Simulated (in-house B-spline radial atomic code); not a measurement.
Results of a calculation; reference values are marked as such.
## Softness against transferability: the 4p channel of Sr

Sr, [Kr] 5s2, non-relativistic PBE, spherical and spin-unpolarised, from an all-electron radial atomic-structure program (B-spline basis) (atomic units). The all-electron 4p level is ε = -0.843052 hartree, its outermost node lies just inside 0.63 bohr and its outer maximum at 1.34 bohr.

Troullier-Martins pseudo-orbitals are made for several radii. The cutoffs (hartree) are the plane-wave energies beyond which the orbital holds less than the named kinetic energy per electron. The phase error is the difference, pseudo minus all-electron, of arctan(R P'/P) at R = 2.18 bohr for all radii, half a hartree below and above the level.

| r_c (bohr) | V_l(0) (hartree) | cutoff for 10 mEh | for 1 mEh | for 0.1 mEh | phase error at ε − 0.5 (mrad) | at ε + 0.5 (mrad) |
| --- | --- | --- | --- | --- | --- | --- |
| 1.01 | -28.20 | 51.2 | 65 | 196 | -2.6 | -2.3 |
| 1.17 | -6.12 | 13.1 | 39.4 | 75.4 | -1.4 | -1.1 |
| 1.34 | -0.49 | 12.9 | 19.7 | 39.4 | -1.0 | -0.8 |
| 1.52 | -0.77 | 12.3 | 19 | 37.7 | -1.2 | -0.9 |
| 1.69 | -1.76 | 9.33 | 16.8 | 32 | -1.8 | -1.3 |
| 1.88 | -2.58 | 5.64 | 13.9 | 22 | -3.4 | -2.4 |

Question: Which radius needs the lowest cutoff for 0.1 mEh while both phase errors stay within 1.9 mrad?

Answer: The radii within that limit are 1.17, 1.34, 1.52, 1.69 bohr; of these r_c = 1.69 needs the least, 32 hartree, that is 64 Ry or 871 eV.

Question: What does the larger radius buy, and what does it cost?

Answer: From r_c = 1.01 to 1.88 bohr the cutoff for 1 mEh goes from 65 to 13.9 hartree, a factor of 4.68, against 3.46 for a pure 1/r_c² scaling, end to end; step by step it is 65, 39.4, 19.7, 19, 16.8, 13.9, and for 0.1 mEh 196, 75.4, 39.4, 37.7, 32, 22; the number of plane waves goes as the cutoff to the power 3/2, here a factor of 10.1. The larger of the two phase errors is least at r_c = 1.34 bohr, 1.0 mrad; it is 2.6 at the smallest radius and 3.4 at the largest. These errors test the reference atom alone. The smallest radius lies well inside the outer maximum, where the nodeless form must bend sharply to keep the norm, so it is both harder and scatters less well than the next. Large radii also let the cores of neighbours overlap, which an atom doesn't show.
